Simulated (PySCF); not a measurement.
**Adding and removing an electron: SnCl**

PBE0; Sn cc-pVTZ-PP with ECP28, Cl cc-pV(T+d)Z; scalar-relativistic core potentials (PySCF 2.14). Neutral (UKS): doublet (π ↑), Re = 2.374 Å, ωe = 349 cm⁻¹, De = 3.93 eV, HOMO -4.97 eV, LUMO -3.15 eV.

SnCl⁺ (UKS): singlet (closed shell), Re = 2.266 Å, ωe = 430 cm⁻¹, De = 4.22 eV to Sn⁺ + Cl. The energies at the minima are -674.40843 hartree for SnCl and -674.15030 for SnCl⁺.

Task: Work out the adiabatic ionisation energy, without and with harmonic zero-point energies (1 hartree = 27.2114 eV, 1 eV = 8065.5 cm⁻¹), and the change of the bond length.

Result: At PBE0: 0.25813 hartree = 7.024 eV between the minima; the zero-point term (430.0 − 349.0)/2 cm⁻¹ = +0.005 eV makes it 7.029 eV. Re changes by -10.8 pm against the neutral. The electron leaves a π orbital, and the shorter bond of the ion fits an antibonding orbital, or a change in how ionic the bond is.

These are scalar-relativistic numbers at best; spin–orbit coupling would shift them, the dissociation energy most. For an ion De counts to the pair picked by the measured ionisation energies or electron affinities, which need not be the lowest pair at this level. States were picked by a PBE0 search and need not be the measured ground states.
